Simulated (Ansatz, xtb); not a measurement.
Reaction (SMILES): O[Si](O)(O)[SiH3] + 4 [H][H] (H2) -> 3 O (H2O) + 2 [SiH4] (SiH4)
Each molecule is optimised on its own at B3LYP-D3(BJ)/def2-TZVP (Ansatz, a first-principles code), one conformer each, not searched for the lowest.

Property: energy of full hydrogenation (electronic energy difference), in eV. Correlated levels leave the core frozen unless marked. No spin-orbit coupling. No relativistic terms. Basis-set limits of correlation are two-point, X^-3; Hartree-Fock from the larger set.

| level | program | energy of full hydrogenation (eV) |
|---|---|---|
| GFN1-xTB | xtb | 1.87 |
| HF/STO-3G | Ansatz | 0.86 |
| BLYP-D3(BJ)/def2-TZVPD | Ansatz + dftd3 | 2.31 |
| PBE0/def2-TZVP | Ansatz | 2.26 |
| r2SCANh-D4/def2-TZVPD | Ansatz + dftd4 | 2.49 |
| r2SCAN0/def2-TZVPD | Ansatz | 2.38 |
| CAM-B3LYP-D3(BJ)/def2-TZVPD | Ansatz + dftd3 | 2.26 |

**Question.** Estimate the value at CCSD(T)/CBS(cc-pV(T+d)Z,cc-pV(Q+d)Z) as computed with Ansatz.

**Answer.** 2.44 eV, so CAM-B3LYP-D3(BJ)/def2-TZVPD differs from it by -0.18 eV.
